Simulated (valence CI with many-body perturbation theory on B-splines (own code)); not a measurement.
# In43+: electric-dipole lines

Computed by relativistic CI+MBPT: four valence electrons over a frozen Dirac-Fock core [He], radial functions for each j: 11 s, 11 p, 10 d, 8 f, 5 g, 2 h, with the one-electron correlation potential Σ1 (screened to all orders), the two-electron term Σ2, the three-electron term Σ3, Breit, model QED; selected single and double excitations, second order for the rest, scaled by the run's own slope (own B-spline code, finite nucleus).

The last digits are not significant, and no measured levels were compared; by estimate large intervals hold to a few tenths of a per cent, small ones and those within an open d or f shell to about a per cent. Among the levels kept, up to 810 cm⁻¹ of a level comes from second order outside the variational space, and about a tenth of that is noise between levels of different J, which matters for small intervals.

Lines 151 to 200 of 544 in falling wavelength, among levels below 40375 × 10³ cm⁻¹, chosen from the strongest by gf and those to the six lowest levels. Wavelengths and rates use the calculated energies. Electric multipoles are in the length gauge with retardation, E1 and E2 with the static RPA response of the core. Weak lines are less certain than strong ones. Lines between different terms over intervals too small for the method are left out, as are lines whose strength nearly cancels. The highest levels of a list are the least certain.

Levels are named by their leading jj configuration (3d3/2^4 stands for four electrons in 3d with j = 3/2), which in mixed levels can hold well under half, so a name can repeat and another be missing. Letters in brackets count levels of one name in rising energy.

```tsv
λ vac (Å)	Upper	Lower	A (s⁻¹)	S (a.u.)
56.47	(2p1/2 2p3/2^3) J=2	(2s 2p3/2^3) J=2	3.55e+10	1.58e-02
53.79	(2p1/2^2 2p3/2^2) J=2	(2s 2p1/2 2p3/2^2) J=3	5.75e+10	2.21e-02
35.25	(2s 2p3/2^2 3d5/2) J=5	(2s^2 2p3/2 3d5/2) J=4	5.91e+10	1.41e-02
35.08	(2p1/2 2p3/2^2 3p3/2) J=2 [a]	(2s 2p1/2 2p3/2 3p3/2) J=1 [c]	1.08e+11	1.14e-02
35.03	(2s 2p3/2^2 3s) J=3	(2s^2 2p3/2 3s) J=2	7.23e+10	1.07e-02
34.69	(2p1/2 2p3/2^2 3d5/2) J=4	(2s 2p1/2 2p3/2 3d5/2) J=3 [b]	9.61e+10	1.78e-02
34.59	(2s 2p3/2^2 3p1/2) J=3	(2s^2 2p3/2 3p1/2) J=2	7.17e+10	1.02e-02
34.22	(2s 2p1/2 2p3/2^2) J=2 [a]	(2s^2 2p1/2 2p3/2) J=1	8.96e+10	8.86e-03
34.22	(2p1/2 2p3/2^2 3s) J=2 [a]	(2s 2p1/2 2p3/2 3s) J=1 [c]	1.23e+11	1.22e-02
34.14	(2p1/2 2p3/2^2 3p3/2) J=3 [a]	(2s 2p1/2 2p3/2 3p3/2) J=2 [c]	1.37e+11	1.88e-02
34.08	(2p1/2 2p3/2^2 3d3/2) J=3	(2s 2p1/2 2p3/2 3d3/2) J=2 [c]	7.16e+10	9.80e-03
33.58	(2p1/2 2p3/2^2 3p3/2) J=3 [b]	(2s 2p1/2 2p3/2 3p3/2) J=2 [d]	7.85e+10	1.03e-02
32.72	(2s 2p1/2 2p3/2^2) J=3	(2s^2 2p1/2 2p3/2) J=2	7.85e+10	9.49e-03
32.70	(2p1/2 2p3/2^2 3p3/2) J=4	(2s 2p1/2 2p3/2 3p3/2) J=3 [c]	1.97e+11	3.05e-02
32.66	(2p1/2 2p3/2^2 3p1/2) J=2 [b]	(2s 2p1/2 2p3/2 3p1/2) J=1 [c]	1.64e+11	1.41e-02
32.17	(2p1/2 2p3/2^2 3s) J=3	(2s 2p1/2 2p3/2 3s) J=2 [c]	1.80e+11	2.08e-02
31.93	(2p1/2 2p3/2^2 3p1/2) J=3	(2s 2p1/2 2p3/2 3p1/2) J=2 [c]	1.10e+11	1.24e-02
31.64	(2p1/2 2p3/2^2 3p3/2) J=2 [b]	(2s 2p1/2 2p3/2 3p3/2) J=1 [d]	1.81e+11	1.42e-02
31.59	(2p1/2 2p3/2^3) J=1	(2s 2p1/2 2p3/2^2) J=1 [b]	2.37e+11	1.11e-02
31.56	(2p1/2 2p3/2^2 3s) J=2 [b]	(2s 2p1/2 2p3/2 3s) J=1 [b]	1.65e+11	1.28e-02
30.89	(2s 2p3/2^2 3d5/2) J=4 [b]	(2s^2 2p3/2 3d5/2) J=3	1.03e+11	1.35e-02
30.78	(2s 2p3/2^3) J=2	(2s^2 2p3/2^2) J=2	3.39e+11	2.44e-02
30.72	(2s 2p3/2^2 3p3/2) J=3 [b]	(2s^2 2p3/2 3p3/2) J=2	9.33e+10	9.35e-03
30.72	(2s 2p1/2 2p3/2 3d5/2) J=4 [c]	(2s^2 2p1/2 3d5/2) J=3	2.66e+11	3.42e-02
30.60	(2s 2p1/2 2p3/2 3d5/2) J=3 [b]	(2s^2 2p1/2 3d5/2) J=2	2.92e+11	2.89e-02
30.57	(2s 2p1/2 2p3/2 3p3/2) J=3 [c]	(2s^2 2p1/2 3p3/2) J=2	3.08e+11	3.04e-02
30.48	(2p1/2 2p3/2^3) J=1	(2s 2p1/2 2p3/2^2) J=1 [a]	2.55e+11	1.07e-02
30.41	(2s 2p3/2^2 3d5/2) J=2 [b]	(2s^2 2p3/2 3d5/2) J=1	1.94e+11	1.35e-02
30.39	(2p1/2^2 2p3/2^2) J=2	(2s 2p1/2^2 2p3/2) J=1	2.30e+11	1.60e-02
30.37	(2s 2p3/2^2 3d5/2) J=3 [c]	(2s^2 2p3/2 3d5/2) J=3	1.50e+11	1.46e-02
30.30	(2s 2p1/2 2p3/2 3p3/2) J=2 [c]	(2s^2 2p1/2 3p3/2) J=1	3.35e+11	2.30e-02
30.30	(2p1/2^2 2p3/2 3d5/2) J=2	(2s 2p1/2^2 3d5/2) J=2	1.42e+11	9.74e-03
30.23	(2s 2p1/2 2p3/2 3d3/2) J=3 [d]	(2s^2 2p1/2 3d3/2) J=2	2.63e+11	2.51e-02
30.23	(2p3/2^4) J=0	(2s 2p3/2^3) J=1	1.25e+12	1.70e-02
30.23	(2p1/2 2p3/2^2 3p1/2) J=3	(2s^2 2p3/2 3d5/2) J=3	1.39e+11	1.32e-02
30.13	(2s 2p1/2 2p3/2 3d3/2) J=2 [d]	(2s^2 2p1/2 3d3/2) J=1	2.98e+11	2.01e-02
30.09	(2p1/2 2p3/2^3) J=2	(2s 2p1/2 2p3/2^2) J=2 [b]	5.12e+11	3.44e-02
30.09	(2s 2p1/2 2p3/2 3p1/2) J=2 [c]	(2s^2 2p1/2 3p1/2) J=1	3.28e+11	2.20e-02
30.08	(2p1/2 2p3/2^2 3p3/2) J=3 [b]	(2s 2p1/2 2p3/2 3p3/2) J=3 [b]	1.84e+11	1.73e-02
30.07	(2p1/2 2p3/2^2 3p3/2) J=2 [c]	(2s 2p1/2 2p3/2 3p3/2) J=2 [d]	2.68e+11	1.80e-02
30.02	(2p1/2^2 2p3/2 3p3/2) J=1	(2s 2p1/2^2 3p3/2) J=1	2.27e+11	9.11e-03
30.02	(2s 2p1/2 2p3/2 3d5/2) J=3 [c]	(2s^2 2p1/2 3d5/2) J=3	3.69e+11	3.45e-02
30.02	(2s 2p1/2 2p3/2 3p1/2) J=1 [b]	(2s^2 2p1/2 3p1/2) J=1	3.47e+11	1.39e-02
30.01	(2s 2p1/2 2p3/2 3s) J=1 [b]	(2s^2 2p1/2 3s) J=0	2.31e+11	9.25e-03
29.99	(2s 2p1/2 2p3/2 3p1/2) J=1 [c]	(2s^2 2p1/2 3p1/2) J=0	3.67e+11	1.47e-02
29.90	(2s 2p1/2 2p3/2 3p3/2) J=2 [d]	(2s^2 2p1/2 3p3/2) J=2	3.85e+11	2.54e-02
29.89	(2s 2p1/2 2p3/2 3d5/2) J=2 [c]	(2s^2 2p1/2 3d5/2) J=2	3.41e+11	2.25e-02
29.89	(2s 2p1/2 2p3/2 3d3/2) J=1 [d]	(2s^2 2p1/2 3d3/2) J=1	2.74e+11	1.08e-02
29.85	(2s 2p1/2 2p3/2 3s) J=1 [c]	(2s^2 2p1/2 3s) J=1	3.12e+11	1.23e-02
29.84	(2s 2p1/2 2p3/2 3d5/2) J=1 [c]	(2s^2 2p1/2 3d5/2) J=2	3.67e+11	1.44e-02
```
